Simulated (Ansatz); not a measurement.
The same molecule with X = B, Al, Ga. Ansatz, PBE0-D4/def2-TZVP geometries, multiplicity 1.

Scalar relativity is left out up to krypton.

```tsv
X	molecule	mean X–Cl bond length / Å	mean X–F bond length / Å	mean X–Ge bond length / Å	LUMO energy (ωB97M-V/def2-TZVPP) / eV	LUMO energy (PBE0/def2-TZVPP) / eV	HOMO energy (ωB97M-V/def2-TZVPP) / eV
B	`F[B](Cl)[GeH3]`	1.753	1.315	2.074	0.50	-1.58	-10.71
Ga	`[F][Ga]([Cl])[GeH3]`	2.137	1.752	2.424	-0.03	-1.79	-10.67
```

(1) Give the row for X = Al, `[F][Al]([Cl])[GeH3]`. (An estimate is asked.)

Results:

(1) Computed: 
```json
{"X": "Al", "molecule": "`[F][Al]([Cl])[GeH3]`", "mean X–Cl bond length / Å": "2.087", "mean X–F bond length / Å": "1.644", "mean X–Ge bond length / Å": "2.454", "LUMO energy (ωB97M-V/def2-TZVPP) / eV": "0.13", "LUMO energy (PBE0/def2-TZVPP) / eV": "-1.58", "HOMO energy (ωB97M-V/def2-TZVPP) / eV": "-10.44"}
```

From B to Ga the mean X–Cl bond length rises at each step, by 0.384 Å in all; the mean X–F bond length rises at each step, by 0.437 Å in all; the mean X–Ge bond length isn't monotonic: highest at Al, lowest at B; the LUMO energy (ωB97M-V/def2-TZVPP) falls at each step, by 0.53 eV in all; the LUMO energy (PBE0/def2-TZVPP) isn't monotonic: highest at B, lowest at Ga; the HOMO energy (ωB97M-V/def2-TZVPP) isn't monotonic: highest at Al, lowest at B.
